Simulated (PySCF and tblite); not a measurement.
Values are calculated unless marked as measured or tabulated.
Stationary points of C5H10Si2 at PBE0-D3(BJ)/def2-SVP, in Å:

Structure A

```
 1 Si    2.738    0.277    0.007
 2 C     0.947   -0.067   -0.386
 3 C     0.035    0.849   -0.947
 4 C    -1.247    0.257   -0.996
 5 Si   -1.922    0.235    1.027
 6 C    -1.113   -1.088   -0.436
 7 C     0.243   -1.248   -0.075
 8 H     3.294    1.266   -0.966
 9 H     2.905    0.842    1.384
10 H     3.532   -0.988   -0.068
11 H     0.261    1.868   -1.263
12 H    -2.102    0.615   -1.573
13 H    -2.924    1.340    0.856
14 H    -2.707   -0.818    1.755
15 H    -0.746    0.680    1.811
16 H    -1.853   -1.884   -0.533
17 H     0.659   -2.136    0.402
```

Structure B

```
 1 Si    2.807    0.349   -0.118
 2 C     1.015   -0.137   -0.312
 3 C     0.005    0.700   -0.700
 4 C    -1.286   -0.023   -0.648
 5 Si   -2.196    0.671    0.891
 6 C    -0.906   -1.413   -0.298
 7 C     0.433   -1.451   -0.067
 8 H     2.974    1.772   -0.542
 9 H     3.256    0.210    1.302
10 H     3.691   -0.519   -0.957
11 H     0.104    1.755   -0.964
12 H    -1.971    0.114   -1.502
13 H    -2.536    2.111    0.670
14 H    -3.472   -0.081    1.099
15 H    -1.309    0.525    2.078
16 H    -1.610   -2.240   -0.202
17 H     0.995   -2.329    0.259
```

Geometries: PBE0-D3(BJ)/def2-SVP; energies: PBE/pcSseg-1 + D3(BJ); zero-point and thermal terms from GFN2-xTB harmonic modes (soft modes blended into free rotors).

Problem. Which structure is a saddle point, and along which motion?

Solution. A: one imaginary mode (258i cm⁻¹ at GFN2-xTB, mostly on C4, C6, Si5), along the shift of Si5 from C4 to C6.

Problem. Give their symmetry and energies above the lowest.

Solution. A Cs, 11.4 kcal/mol; B C1, 0.0 kcal/mol.
